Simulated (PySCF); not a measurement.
Atoms are numbered as in `[SiH3:1][SiH2:2][O:3][SiH2:4][CH:5]1[CH2:6][CH2:7]1`; H(Xn) means a hydrogen on atom n. Ha(C6), Ha(C7) are cis to Si4 on the ring; Hb(C6), Hb(C7) are trans to Si4 on the ring.

PySCF calculation with NMR shieldings at PBE0/pcSseg-1/GIAO and GFN2-xTB geometry; single conformer, averaged over atoms made equivalent by symmetry, fast rotation or ring inversion, relativity neglected, no solvent model.

Referencing at the same level of theory: TMS for ¹³C (σref 186.93), ¹H (σref 31.72), ²⁹Si (σref 349.16); ¹⁷O (σref 336.08) vs H2O.

```
        atoms  nucleus  count  δ (ppm)
        C6/C7      ¹³C      2      3.5
           C5      ¹³C      1     -2.2
          Si2     ²⁹Si      1        ?
          Si4     ²⁹Si      1    -15.6
          Si1     ²⁹Si      1   -120.2
       H(Si4)       ¹H      2     4.85
       H(Si2)       ¹H      2        ?
       H(Si1)       ¹H      3     3.46
Hb(C6)/Hb(C7)       ¹H      2        ?
        H(C5)       ¹H      1    -0.16
Ha(C6)/Ha(C7)       ¹H      2     0.10
           O3      ¹⁷O      1        ?
```

Estimate the values marked ?.

Results:


- H(Si2): 5.70 ppm, hydrogen on a silicon bonded to O, Si
- Hb(C6)/Hb(C7): 0.67 ppm, hydrogen on a three-membered-ring carbon; cyclopropane-type protons are shielded by the ring
- Si2: -29.0 ppm, silicon bonded to O, Si, 2 H
- O3: 12.8 ppm, oxygen bonded to 2 Si

Shifts are as computed. Against solution values, carbons near 30 ppm lie about +3 ppm off and those near 130 ppm about +5 ppm. Of 1211 compounds with measured shifts, 218 miss one by over three times the rms of a fit or turn the order of signals round; such compounds aren't used in these exercises. Experimental scales use liquid or dissolved standards, which lie at an offset from isolated H2O (liquid H2O: subtract about 36 ppm).
